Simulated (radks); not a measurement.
Effect of the nuclear size on the tantalum ion Ta3+, [Xe] 4f14 5d2. All-electron calculation, Dirac Kohn-Sham, PBE, spin-unpolarised, spherical densities, finite nucleus; open shells are shared between the two j in proportion to 2j + 1; Fermi nuclear charge, rms radius 5.3507 fm. Program: a radial shooting solver on a logarithmic mesh with Libxc functionals. The rms radius is varied about that value; shifts are against it.

rms radius (fm),total energy shift (eV),density at nucleus (e/bohr^3),1s1/2 shift (meV),2s1/2 shift (meV),5s1/2 shift (meV),5p1/2 shift (meV),5d5/2 shift (meV),6s1/2 (empty) shift (meV)
4.5427,-15.0,1.387e+06,-6110,-853,-7.85,0.093,0.162,-1.27
5.1848,-3.22,1.327e+06,-1310,-183,-1.68,0.020,0.035,-0.272
5.3507,0,1.313e+06,0.000,0.000,0.000,0.000,0.000,0.000
5.6985,6.97,1.285e+06,2830,395,3.64,-0.043,-0.075,0.588
6.2336,18.3,1.247e+06,7410,1040,9.52,-0.111,-0.196,1.54

Slopes of the eigenvalues against <r^2> in GHz/fm^2, as finite differences over the two radii next to the reference (eigenvalue slopes, not the field-shift constants of lines): 1s1/2 179000, 2s1/2 25000, 5s1/2 230, 5p1/2 -2.70, 5d5/2 -4.74, 6s1/2 (empty) 37.2.
